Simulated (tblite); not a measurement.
C8H10SSi.
Z-matrix (Å and degrees, GFN2-xTB geometry), rows numbered from 1:
```
C 
C   1  1.3211
C   2  1.5046  1  119.27
C   3  1.4828  2  111.19  1   120.69
C   4  1.3610  3  128.27  2   -35.23
C   5  1.4143  4  113.28  3  -178.06
C   6  1.3548  5  112.72  4     0.45
S   7  1.7237  6  111.82  5    -0.26
Si  3  1.9288  2  103.74  1    -0.93
C   1  1.4998  2  119.16  3     0.07
H   1  1.0810  2  122.49  3   179.91
H   2  1.0806  1  122.83  3   179.28
H   3  1.0942  2  109.53  1  -119.67
H   5  1.0757  4  122.96  3     2.44
H   6  1.0758  5  123.66  4  -179.54
H   7  1.0715  6  128.92  5   179.78
H   9  1.4629  3  112.02  2   118.15
H   9  1.4644  3  111.80  2  -115.97
H  10  1.0915  1  109.87  2  -120.90
H  10  1.0909  1  109.98  2   122.75
```

All values are computed: GFN2-xTB (tblite) harmonic vibrations without scaling, gas phase. The method is semi-empirical: single wavenumbers can be off by several per cent or more. Modes of hydrogen on silicon can be 10 to 20 % off. One conformer, not necessarily the lowest.

Harmonic wavenumbers (cm⁻¹): 30.6, 34.5, 95.4, 152.9, 235.6, 273.1, 359.2, 442.6, 455.3, 470.5, 510.7, 545.0, 573.5, 640.0, 647.1, 691.1, 726.7, 731.2, 733.0, 766.7, 777.6, 807.1, 819.7, 834.8, 845.4, 847.2, 901.0, 987.3, 1023.6, 1061.6, 1075.8, 1096.4, 1112.5, 1124.0, 1177.9, 1196.2, 1240.8, 1256.1, 1311.7, 1343.7, 1462.1, 1478.5, 1568.3, 1712.5, 2259.2, 2274.6, 2928.1, 2958.3, 2984.4, 3058.3, 3075.5, 3118.7, 3129.0, 3164.7.

A = 2228, B = 634.5, C = 579.9 MHz; mass 166.027 u (most abundant isotopes); point group C1, symmetry number 1.

Problem. What is the zero-point energy?

Solution. Half the sum of the wavenumbers: 32564 cm⁻¹ = 389.55 kJ/mol.

Problem. Give the ideal-gas entropy at 500 K and 1 bar in the rigid-rotor, harmonic-oscillator model (classical rotation).

Solution. Translation 183.36, rotation 133.44, vibration 223.22: S = 540.0 J/(mol K).

Problem. And Cp and H(500 K) − H(0)?

Solution. Cp = 266.73 J/(mol K), of which vibrations give 233.47 (their classical limit is 54 R = 449.0); H(500 K) − H(0) = 74.53 kJ/mol without the zero-point energy, 57.90 from vibrations.

Problem. Blend soft modes into free rotors: weight 1/[1 + (100 cm⁻¹/ν̃)⁴] for the oscillator and the rest for a rotor with moment μB/(μ + B), μ = h/(8π²ν), B = 10⁻⁴⁴ kg m². What vibrational entropy results?

Solution. 201.82 J/(mol K) in place of 223.22, which changes −T·S at 500 K by +10.70 kJ/mol.

Problem. Which modes carry the vibrational entropy at 500 K?

Solution. 30.6 cm⁻¹: 28.52; 34.5 cm⁻¹: 27.52; 95.4 cm⁻¹: 19.09; 152.9 cm⁻¹: 15.21; 235.6 cm⁻¹: 11.70; 273.1 cm⁻¹: 10.53 J/(mol K); the other 48 give 110.65 together.

Problem. What must be added to the electronic energy to get the Gibbs energy at 500 K and 1 bar?

Solution. ZPE + [H(500 K) − H(0)] − T·S = 389.55 + 74.53 − 270.01 = 194.07 kJ/mol.

Hindered rotation and anharmonicity are outside this model. Other conformers, if any are populated, would add a mixing term that is left out. The structure is chiral; the term R ln 2 for an equal mix with its mirror image is left out.
